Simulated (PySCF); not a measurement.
PySCF input file for CH7ClN2Si2, SMILES C1[SiH2][Si@@](Cl)(N1)N, PBE-D3(BJ)/def2-SVP. Geometry optimised at PBE-D3(BJ)/def2-SVP. The structure was generated by enumeration; whether it is a known compound was not checked. One conformer was computed; it need not be the lowest.

```python
import numpy as np
from pyscf import gto, scf, dft, df
from pyscf.hessian import thermo

mol = gto.M(
    atom='''
    N     1.98188725    0.75799145   -0.79290640
    Si    0.50128764    0.19548447   -0.10594114
    Cl    0.71242256    0.75087533    1.92089146
    N     0.19834637   -1.47839290   -0.47174354
    C    -1.24260570   -1.67488380   -0.71772332
    Si   -1.73008645    0.20154409   -0.83947753
    H     2.46539747    1.55910654   -0.38251498
    H     2.14187212    0.67925134   -1.79945178
    H     0.79399024   -2.30080569   -0.33105308
    H    -1.44414102   -2.23881054   -1.65626457
    H    -1.77751211   -2.19285471    0.11162627
    H    -2.03015798    0.62807390   -2.25357407
    H    -2.86345014    0.63487195    0.05082820
    ''',
    basis='def2-SVP',
    charge=0,
    spin=0,
    max_memory=1600,
    verbose=3,
)
mf = dft.RKS(mol, xc='pbe').density_fit(auxbasis='def2-universal-jkfit')
mf.disp = 'd3bj'
mf.grids.level = 3
mf.conv_tol = 1e-11
mf.max_cycle = 100
mf.kernel()

# [left out here: the lines that compute and print the analytic Hessian (its translational invariance restored by hand, since the grid's response is missing), thermochemistry and intensities]
```

Log of the run:

```
[...]
      11   H                 0.10  0.52  0.12   -0.09 -0.36 -0.05   -0.30 -0.33 -0.05
      12   H                -0.09 -0.45  0.08   -0.10 -0.33 -0.03   -0.28 -0.46 -0.13
Mode                                15                  16                  17
Irrep
Freq [cm^-1]                      771.2547            809.6923            827.9198
Reduced mass [au]                   1.8089              1.6688              1.7108
Force const [Dyne/A]                0.6340              0.6446              0.6909
Char temp [K]                    1109.6638           1164.9669           1191.1922
Normal mode                   x     y     z       x     y     z       x     y     z
       0   N                 0.05  0.05  0.05   -0.05  0.00  0.06   -0.05  0.00  0.08
       1  Si                -0.03  0.04 -0.01    0.03 -0.03 -0.04    0.04 -0.03 -0.05
       2  Cl                 0.00  0.00 -0.00    0.00  0.00  0.01    0.00  0.00  0.00
       3   N                 0.03 -0.13 -0.00   -0.02  0.07  0.03   -0.02  0.07 -0.01
       4   C                -0.01 -0.02 -0.01    0.02  0.01 -0.10   -0.01  0.00  0.08
       5  Si                 0.01  0.02  0.01   -0.00 -0.01  0.03    0.00 -0.01 -0.02
       6   H                 0.40  0.01 -0.29    0.12 -0.02 -0.11    0.16 -0.02 -0.14
       7   H                -0.38 -0.13 -0.01   -0.30 -0.12  0.03   -0.37 -0.14  0.04
       8   H                -0.02 -0.18 -0.09    0.02  0.09 -0.01    0.01  0.10  0.07
       9   H                -0.12  0.03 -0.01    0.08 -0.41  0.15    0.06  0.29 -0.11
      10   H                -0.08  0.04 -0.01    0.01  0.36  0.11    0.09 -0.34 -0.08
      11   H                -0.06 -0.14 -0.03    0.00 -0.19 -0.03    0.07  0.30  0.06
      12   H                -0.09 -0.16 -0.03    0.02  0.22 -0.05   -0.00 -0.10  0.02
Mode                                18                  19                  20
Irrep
Freq [cm^-1]                      885.3854            909.8480           1023.0103
Reduced mass [au]                   2.2529              1.4434              2.8141
Force const [Dyne/A]                1.0406              0.7040              1.7352
Char temp [K]                    1273.8724           1309.0686           1471.8840
Normal mode                   x     y     z       x     y     z       x     y     z
       0   N                -0.10 -0.06  0.03   -0.07 -0.04  0.02   -0.00 -0.00 -0.00
       1  Si                 0.07  0.07 -0.01    0.06  0.05 -0.01    0.00 -0.01 -0.00
       2  Cl                -0.00 -0.00 -0.00   -0.00 -0.00 -0.00    0.00 -0.00  0.00
       3   N                 0.03 -0.07 -0.00    0.00 -0.03 -0.00    0.15  0.03  0.03
       4   C                -0.01 -0.01 -0.01   -0.01 -0.03 -0.01   -0.17 -0.02 -0.03
       5  Si                 0.01 -0.01  0.00   -0.03  0.03 -0.01   -0.00 -0.00 -0.00
       6   H                -0.22 -0.04  0.14   -0.14 -0.03  0.09   -0.00 -0.01  0.01
       7   H                -0.04 -0.01  0.05   -0.04 -0.01  0.03    0.01  0.00 -0.00
       8   H                -0.05 -0.14 -0.07   -0.04 -0.07 -0.02    0.41  0.22  0.09
       9   H                -0.09  0.02 -0.01   -0.02 -0.04  0.00   -0.17  0.03 -0.05
      10   H                -0.07  0.04 -0.01   -0.02 -0.03 -0.01   -0.20  0.04 -0.03
      11   H                -0.32  0.17  0.11    0.47 -0.26 -0.19    0.01  0.00 -0.00
      12   H                -0.18  0.16 -0.30    0.22 -0.26  0.44    0.01  0.01  0.00
Mode                                21                  22                  23
Irrep
Freq [cm^-1]                     1107.4885           1138.3790           1280.7917
Reduced mass [au]                   1.3580              1.1250              1.5656
Force const [Dyne/A]                0.9813              0.8590              1.5132
Char temp [K]                    1593.4294           1637.8739           1842.7740
Normal mode                   x     y     z       x     y     z       x     y     z
       0   N                 0.00 -0.00 -0.00   -0.00 -0.00 -0.00   -0.00 -0.00  0.00
       1  Si                -0.01  0.01 -0.00   -0.00 -0.00  0.00    0.01  0.02  0.00
       2  Cl                 0.00 -0.00 -0.00   -0.00  0.00  0.00   -0.00 -0.00 -0.00
       3   N                 0.07  0.01  0.01   -0.00  0.01  0.06   -0.08 -0.11 -0.02
       4   C                -0.11  0.07 -0.01   -0.00  0.01 -0.07    0.00  0.10 -0.00
       5  Si                 0.01 -0.00  0.00    0.00 -0.00 -0.01    0.00 -0.01 -0.00
       6   H                 0.00 -0.01  0.00   -0.00 -0.00  0.01   -0.01  0.00  0.01
       7   H                 0.01  0.01 -0.00    0.00  0.01 -0.00   -0.00 -0.01  0.00
       8   H                -0.31 -0.29 -0.10   -0.03 -0.02 -0.01    0.53  0.36  0.13
       9   H                 0.42 -0.35  0.13   -0.60  0.06  0.01    0.14 -0.21  0.15
      10   H                 0.28 -0.36 -0.02    0.66 -0.14  0.24    0.18 -0.23 -0.08
      11   H                -0.02 -0.00  0.01    0.00  0.03  0.00    0.00  0.02  0.01
      12   H                -0.01 -0.02 -0.02    0.00 -0.02  0.00    0.01  0.03 -0.01
Mode                                24                  25                  26
Irrep
Freq [cm^-1]                     1427.7001           1471.2599           2145.6174
Reduced mass [au]                   1.0869              1.1289              1.0333
Force const [Dyne/A]                1.3053              1.4397              2.8027
Char temp [K]                    2054.1426           2116.8154           3087.0657
Normal mode                   x     y     z       x     y     z       x     y     z
       0   N                -0.00 -0.00 -0.00    0.07  0.04 -0.04   -0.00 -0.00  0.00
       1  Si                 0.00  0.01  0.00   -0.01 -0.00  0.00    0.00  0.00  0.00
       2  Cl                -0.00 -0.00 -0.00   -0.00 -0.00 -0.00   -0.00 -0.00 -0.00
       3   N                -0.02 -0.04 -0.00    0.00  0.00  0.00   -0.00  0.00 -0.00
       4   C                -0.06 -0.03 -0.01   -0.00  0.00  0.00    0.00 -0.00 -0.00
       5  Si                -0.00 -0.00 -0.00    0.00  0.00  0.00   -0.02  0.01 -0.02
       6   H                -0.00 -0.00  0.00   -0.28 -0.09  0.59   -0.00 -0.00 -0.00
       7   H                 0.01  0.01  0.00   -0.43 -0.50 -0.06   -0.00  0.00  0.00
       8   H                 0.10  0.05  0.02   -0.00 -0.00 -0.00   -0.00  0.00 -0.00
       9   H                 0.49  0.33 -0.31    0.01  0.00 -0.00   -0.00 -0.00 -0.01
      10   H                 0.34  0.36  0.45    0.00  0.00  0.00   -0.00  0.00  0.00
      11   H                 0.00  0.01  0.00   -0.00 -0.00  0.00    0.17 -0.25  0.84
      12   H                 0.00  0.01  0.00   -0.00 -0.00 -0.00    0.29 -0.11 -0.25
Mode                                27                  28                  29
Irrep
Freq [cm^-1]                     2164.3035           2935.6270           2984.6927
Reduced mass [au]                   1.0496              1.0564              1.1069
Force const [Dyne/A]                2.8968              5.3641              5.8099
Char temp [K]                    3113.9509           4223.7137           4294.3082
Normal mode                   x     y     z       x     y     z       x     y     z
       0   N                 0.00  0.00  0.00   -0.00 -0.00 -0.00    0.00  0.00 -0.00
       1  Si                -0.00 -0.00 -0.00    0.00  0.00  0.00   -0.00 -0.00  0.00
       2  Cl                -0.00  0.00  0.00   -0.00 -0.00 -0.00    0.00  0.00 -0.00
       3   N                 0.00 -0.00  0.00   -0.00 -0.00 -0.00    0.00  0.00 -0.00
       4   C                -0.00  0.00  0.00   -0.04 -0.05  0.01   -0.01  0.01  0.09
       5  Si                 0.02 -0.01 -0.03   -0.00  0.00  0.00   -0.00 -0.00  0.00
       6   H                 0.00  0.00 -0.00   -0.00 -0.00  0.00   -0.00 -0.00 -0.00
       7   H                -0.00 -0.00 -0.00    0.00  0.00  0.00    0.00  0.00 -0.00
       8   H                -0.00 -0.00  0.00   -0.00 -0.00 -0.00    0.00  0.00 -0.00
       9   H                -0.00 -0.00 -0.00    0.09  0.27  0.49   -0.13 -0.40 -0.65
      10   H                 0.00  0.00 -0.01    0.36  0.35 -0.60    0.25  0.27 -0.40
      11   H                 0.09 -0.11  0.37    0.00  0.00  0.00   -0.00  0.00 -0.00
      12   H                -0.67  0.26  0.53    0.00 -0.00 -0.00    0.00 -0.00 -0.00
Mode                                30                  31                  32
Irrep
Freq [cm^-1]                     3481.1347           3497.7114           3604.8782
Reduced mass [au]                   1.0761              1.0491              1.0973
Force const [Dyne/A]                7.6834              7.5619              8.4015
Char temp [K]                    5008.5778           5032.4280           5186.6172
Normal mode                   x     y     z       x     y     z       x     y     z
       0   N                 0.00  0.00 -0.00   -0.03 -0.03  0.03   -0.02 -0.04 -0.06
       1  Si                -0.00 -0.00 -0.00    0.00  0.00 -0.00   -0.00 -0.00 -0.00
       2  Cl                -0.00 -0.00 -0.00   -0.00  0.00 -0.00    0.00  0.00  0.00
       3   N                -0.04  0.06 -0.01   -0.00  0.00 -0.00    0.00  0.00 -0.00
       4   C                 0.00  0.00  0.00   -0.00 -0.00  0.00    0.00 -0.00  0.00
       5  Si                -0.00  0.00  0.00    0.00 -0.00 -0.00    0.00 -0.00 -0.00
       6   H                -0.00 -0.00 -0.00    0.31  0.51  0.28    0.34  0.55  0.27
       7   H                -0.00  0.00  0.01    0.11 -0.07 -0.70   -0.11  0.05  0.63
       8   H                 0.56 -0.77  0.13    0.01 -0.01  0.00   -0.00  0.00  0.00
       9   H                -0.00  0.00  0.00    0.00  0.00  0.00   -0.00 -0.00 -0.00
      10   H                 0.00 -0.00  0.00    0.00  0.00 -0.00   -0.00 -0.00 -0.00
      11   H                -0.00  0.00 -0.00    0.00 -0.00  0.00   -0.00  0.00 -0.00
      12   H                -0.00  0.00 -0.00    0.00  0.00  0.00    0.00  0.00 -0.00
temperature 298.1500 [K]
pressure 101325.00 [Pa]
Rotational constants [GHz] 2.61649 1.30957 1.17015
Symmetry number 1
Zero-point energy (ZPE) 0.08685 [Eh]   228015.166 [J/mol]
                           tot       elec      trans        rot        vib
Entropy [J/mol/K]       382.712      0.000    170.260    120.389     92.063
Cv [J/mol/K]            135.535      0.000     12.472     12.472    110.592
Cp [J/mol/K]            143.850      0.000     20.786     12.472    110.592
Internal energy [J/mol]                      3718.434   3718.434 243970.064
Internal energy [Eh]   -1189.89525  -1189.99101
Enthalpy [J/mol]                             6197.391   3718.434 243970.064
Enthalpy [Eh]          -1189.89431
Gibbs free energy [J/mol]                  -44565.686 -32175.600 216521.453
Gibbs free energy [Eh] -1189.93777
mode   freq/cm-1   IR/(km/mol)
   1       94.60         2.061
   2      102.58         2.289
   3      188.44         1.281
   4      208.97         0.202
   5      227.92         4.063
   6      331.24         3.607
   7      343.74       169.722
   8      384.14         1.675
   9      410.70        30.328
  10      441.72         5.604
  11      506.24       128.022
  12      523.83        42.737
  13      563.36        87.696
  14      636.97         4.322
  15      690.02       107.653
  16      771.25        32.838
  17      809.69        24.556
  18      827.92        85.694
  19      885.39       121.541
  20      909.85        77.130
  21     1023.01        15.058
  22     1107.49        20.114
  23     1138.38         1.789
  24     1280.79        40.946
  25     1427.70         2.281
  26     1471.26        62.830
  27     2145.62       100.691
  28     2164.30        92.823
  29     2935.63        57.492
  30     2984.69        22.878
  31     3481.13         6.444
  32     3497.71        41.609
  33     3604.88        28.457
max |gradient| / (hartree/bohr): 4.247139691164429e-05
APT charges: [-0.8117  1.5275 -0.6039 -0.7183  0.0289  0.6377  0.1807  0.1838  0.1568
 -0.0557 -0.0624 -0.2333 -0.23  ]
```

The run converged.

Cost: around 6 core-minutes (rough).
